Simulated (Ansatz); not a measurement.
```yaml
crystal:
  periodic: [false, false, false]
  atoms:
    - {symbol: Al, position_ang: [-0.000020, -0.000008, -0.000009]}
    - {symbol: F, position_ang: [1.646824, -0.027530, 0.013202]}
    - {symbol: F, position_ang: [-0.799456, 1.440007, -0.017226]}
    - {symbol: F, position_ang: [-0.847348, -1.412469, 0.004023]}
basis:
  gaussian: {orbitals: STO-3G}
total_charge: 1
magnetization: {spin_polarized: true, initial_magnetization: 1}
hamiltonian: {xc: {name: HF}}
correlation: {active_space: {window: {electrons: 2, orbitals: 1}}}
```

```sh
$ ansatz run in.yaml --threads 2 --pin off --events-out ev --progress --plain --max-ram 4352MiB
```

Shortened log:

```
Error: invalid value for `correlation.active_space`: it starts from restricted Hartree–Fock orbitals; set hamiltonian.xc: hf without magnetization.spin_polarized
```
